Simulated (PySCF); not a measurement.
Polarisability and C₆ of Xe²⁺ (xenon, charge +2)

[Kr] 4d10 5s2 5p4, high-spin 3P determinant. Computed with PySCF 2.14 in x2c-QZVPPall with one added diffuse shell each of s, p, d, f type (14s10p8d5f1g, 128 functions), with the spin-free X2C one-electron Hamiltonian (Gaussian nucleus). Coupled (time-dependent) response in atomic units; α is the mean over directions.

| method | mean α (bohr³) | α xx, yy, zz | C₆ (like pair) | S(−4) |
| --- | --- | --- | --- | --- |
| UHF | 12.80 | 12.82, 12.74, 12.82 | 92.49 | 27.16 |
| PBE | 12.85 | 12.75, 13.05, 12.75 | 92.64 | 27.77 |

S(−4) is the Cauchy moment in α(ω) = α(0) + S(−4) ω² + …

Spin-orbit coupling is absent.

α(iu) at PBE:

| u (hartree) | α(iu) (bohr³) |
| --- | --- |
| 0 | 12.85 |
| 0.0500 | 12.78 |
| 0.100 | 12.58 |
| 0.200 | 11.84 |
| 0.300 | 10.80 |
| 0.500 | 8.514 |
| 0.750 | 6.169 |
| 1.00 | 4.578 |
| 1.50 | 2.820 |
| 2.00 | 1.956 |
| 3.00 | 1.151 |
| 5.00 | 0.5619 |

A single London oscillator, α(iu) = α/(1 + u²/ω²), gives C₆ = (3/4) ω α². Matching the computed C₆ needs ω = 4 × 92.64 / (3 × 12.85²) = 0.748 hartree.

For an ion, C₆ is the dispersion term alone; charge-induced terms of lower order in 1/R come first.

The components differ because the open shell of this determinant is not spherical; for a pure term their mean is the scalar polarisability.
